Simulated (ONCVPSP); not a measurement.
# cadmium: one change to an ONCV potential, before and after

cadmium, optimised norm-conserving Vanderbilt (ONCV), made with ONCVPSP 4.0.1 (PBE, scalar-relativistic). Core [Ar] 3d10, reference 4s2 4p6 4d10 5s2. Waves: 4s+5s: rc 1.65 bohr, ncon 4, nbas 7, qcut 8 1/bohr, 2 projectors; 4p: rc 1.15 bohr, ncon 4, nbas 7, qcut 12.1 1/bohr, 2 projectors, debl 1.7 Ha; 4d: rc 1.15 bohr, ncon 5, nbas 10, qcut 8.7 1/bohr, 3 projectors, debl 1.8 Ha. Local part: polynomial inside 1.10 bohr (lpopt 3, dvloc0 6 Ha). Core correction: Teter function, fcfact 4.25, rcfact 1.55.

In the p channel the program set the typed energies aside and used -2.461, 0.250 Ha.

All-electron outer shells of the reference configuration (PBE, scalar-relativistic, ld1.x):

| shell | level (eV) | outermost node (bohr) | outermost maximum (bohr) |
| --- | --- | --- | --- |
| 3d | -393.64 | – | 0.27 |
| 4s | -105.92 | 0.43 | 0.79 |
| 4p | -66.97 | 0.43 | 0.84 |
| 4d | -11.73 | 0.42 | 0.98 |
| 5s | -5.66 | 1.07 | 2.35 |

Change: s: qcut 9.3; p: qcut 14.1; d: qcut 10.2.

Cutoffs: the cutoffs (Ha) at which the residual kinetic energy of the hardest occupied pseudo-wave falls to 1 and 0.1 mHa per electron; they do not see the model core or the augmentation charge, which bear on the density cutoff. Errors are all-electron minus pseudo energies relative to the spin-unpolarised reference configuration.

**Question.** What does the change do?

**Answer.** The potential gets neither clearly harder nor softer (51 Ha and 94 Ha → 58 Ha and 70 Ha); the bound ghost in d, s disappears; of the 4 tests that both files solve, the error grows in 0 and shrinks in 4 by more than 15 % and 0.3 meV (median size 14.5 → 10.6 meV).

| quantity | base | changed |
| --- | --- | --- |
| cutoff, loose | 51 Ha | 58 Ha |
| cutoff, tight | 94 Ha | 70 Ha |
| loose cutoff by channel | s 20 Ha, p 51 Ha, d 36 Ha | s 25 Ha, p 58 Ha, d 38 Ha |
| bound ghosts | s, d | none |
| GHOST(+) flags under 300 eV | none | none |
| error for 4s2 4p6 4d10 5s1, meV [ΔE 9.27 eV] | -2.6 | -2.2 |
| error for 4s2 4p6 4d10 5s0, meV [ΔE 26.40 eV] | -11 | -8.1 |
| error for 4s2 4p6 4d9 5s0, meV [ΔE 64.41 eV] | -18 | -13 |
| error for 4s2 4p6 4d8 5s0, meV [ΔE 118.47 eV] | -25 | -17 |
| s: phases at 1.68 bohr within 0.05 rad from the reference energy up to (Ha; the scan ends near 5) | to the end of the scan | to the end of the scan |
| p: phases at 1.17 bohr within 0.05 rad from the reference energy up to (Ha; the scan ends near 5) | to the end of the scan | to the end of the scan |
| d: phases at 1.17 bohr within 0.05 rad from the reference energy up to (Ha; the scan ends near 5) | to the end of the scan | to the end of the scan |
| rms error of d²Exc/dni dnj with the model core, mHa | 2.90 | 2.74 |

 A true bound ghost makes a file unfit for plane-wave use even where its test errors are small: the radial tests pick states by their node count and pass the ghost by.
